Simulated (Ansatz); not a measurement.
Species: C2H6N2O, SMILES `[H]/N=C(\N)OC` (charge 0, multiplicity 1), formula C2H6N2O.

**Question.** How many basis functions does frozen-core CCSD(T)/cc-pVTZ // r2SCAN-D4/def2-TZVP run with Ansatz (a first-principles code) use, how many core orbitals are frozen, and how many electrons are correlated?

**Answer.** 234 basis functions and 5 frozen orbitals, which leaves 30 correlated electrons. Core time is of the order of minutes.
